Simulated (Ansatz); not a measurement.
Start from `O[SiH2][NH][AlH2]` and change one atom or group to get `O[SiH2]N[SiH2][SiH3]`.

Ansatz, PBE0-D4/def2-TZVP geometries, multiplicity 1. Each molecule was computed in one conformer, which needn't be the lowest.

```tsv
property	`O[SiH2][NH][AlH2]`
HOMO–LUMO gap (PBE/def2-TZVPP) / eV	4.99
size of the dipole moment (B3LYP/def2-TZVPP) / D	1.34
size of the dipole moment (ωB97M-V/def2-TZVPP) / D	1.33
LUMO energy (B3LYP/def2-TZVPP) / eV	-1.12
HOMO energy (ωB97M-V/def2-TZVPP) / eV	-10.33
HOMO–LUMO gap (ωB97M-V/def2-TZVPP) / eV	11.01
```

(1) Give the same properties after the change, and the shifts. (An estimate is asked.)

Answers

(1) Ansatz gave: 
| property | `O[SiH2]N[SiH2][SiH3]` | shift |
| --- | --- | --- |
| HOMO–LUMO gap (PBE/def2-TZVPP) / eV | 5.34 | 0.35 |
| size of the dipole moment (B3LYP/def2-TZVPP) / D | 1.02 | -0.32 |
| size of the dipole moment (ωB97M-V/def2-TZVPP) / D | 1.04 | -0.29 |
| LUMO energy (B3LYP/def2-TZVPP) / eV | -0.45 | 0.67 |
| HOMO energy (ωB97M-V/def2-TZVPP) / eV | -10.11 | 0.22 |
| HOMO–LUMO gap (ωB97M-V/def2-TZVPP) / eV | 11.49 | 0.48 |

With PBE0 the HOMO rises by 0.20 eV and the LUMO rises by 0.63 eV, so the gap widens by about 0.43 eV. PBE moves the HOMO by 0.22 eV and ωB97M-V by 0.22 eV. Dipoles are sizes alone; their direction can turn.

B3LYP here is the variant with VWN-RPA as its local correlation; programs differ in this.
